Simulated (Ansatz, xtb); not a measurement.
## A geometry optimisation of C4H9AlO with r2SCAN-D4/def2-SVP

The starting geometry of this gas-phase singlet was built from a drawn formula by distance geometry and a force field; its bonds are those of `C=[CH][Al]([CH3])[CH2]O`.

```yaml
atoms:
  - { symbol: C, position_ang: [1.8825, 2.1494, 1.2761] }
  - { symbol: C, position_ang: [1.7740, 1.0403, 0.5579] }
  - { symbol: C, position_ang: [-1.3153, 0.3756, 1.7604] }
  - { symbol: C, position_ang: [0.0366, -1.7287, -0.5609] }
  - { symbol: Al, position_ang: [0.1958, -0.1269, 0.5848] }
  - { symbol: O, position_ang: [1.0606, -2.6496, -0.2431] }
  - { symbol: H, position_ang: [2.8533, 2.7283, 1.2313] }
  - { symbol: H, position_ang: [1.1384, 2.4168, 1.9319] }
  - { symbol: H, position_ang: [2.6291, 0.7484, -0.1677] }
  - { symbol: H, position_ang: [-2.0838, -0.4006, 1.6715] }
  - { symbol: H, position_ang: [-1.7305, 1.3736, 1.4844] }
  - { symbol: H, position_ang: [-0.9797, 0.3500, 2.8551] }
  - { symbol: H, position_ang: [-0.9309, -2.1884, -0.4126] }
  - { symbol: H, position_ang: [0.1088, -1.4190, -1.6569] }
  - { symbol: H, position_ang: [1.9267, -2.2576, -0.6654] }
```

Where would you expect an optimisation with r2SCAN-D4/def2-SVP to take it?

A new bond forms, giving a structure given below by its coordinates. Contacts that close: Al5–O6 (2.79 → 1.98 Å).

The energy falls by 0.87 eV over 25 steps:

| step | E − E(last) (eV) |
| --- | --- |
| 1 | 0.874 |
| 4 | 0.333 |
| 6 | 0.291 |
| 9 | 0.140 |
| 12 | 0.023 |
| 14 | 0.007 |
| 17 | 0.001 |
| 20 | 0.000 |
| 22 | 0.000 |
| 25 | 0.000 |

Final geometry (Å):

```xyz
15

C     1.9763    2.0395    1.1623
C     1.7560    0.9950    0.3403
C    -1.2178    0.2480    1.8352
C    -0.0700   -1.4995   -0.8879
Al    0.1400   -0.1024    0.4733
O     0.6348   -2.0214    0.3642
H     2.8654    2.6835    1.0948
H     1.2663    2.3112    1.9571
H     2.5360    0.8247   -0.4221
H    -1.9141   -0.6001    1.9484
H    -1.8304    1.1318    1.5830
H    -0.7767    0.4447    2.8278
H    -0.9486   -2.1393   -1.0481
H     0.6175   -1.5789   -1.7429
H     1.5308   -2.3254    0.1616
```

From the same start GFN2-xTB reaches the same bonding as this run.

The end wasn't checked by frequencies. Run with Ansatz 0.2.0, 100 s on 2 threads of Arm Neoverse V1, on a shared host.
